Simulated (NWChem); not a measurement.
CH6BeGe; SMILES [CH3][Be][GeH3]

**Question.** Give the equilibrium geometry at PBE0/def2-SVP (NWChem) as a Z-matrix, with the point group.

**Answer.** point group C3; any orientation.
```
Be
C 1 1.6761
H 2 1.1052 1 112.16
H 2 1.1052 3 106.65 1 -123.16
H 2 1.1052 3 106.65 4 -113.68
Ge 1 2.2059 3 153.94 2 -180.00
H 6 1.5464 1 112.96 3 44.94
H 6 1.5464 7 105.77 1 -124.04
H 6 1.5464 7 105.77 8 -111.92
```
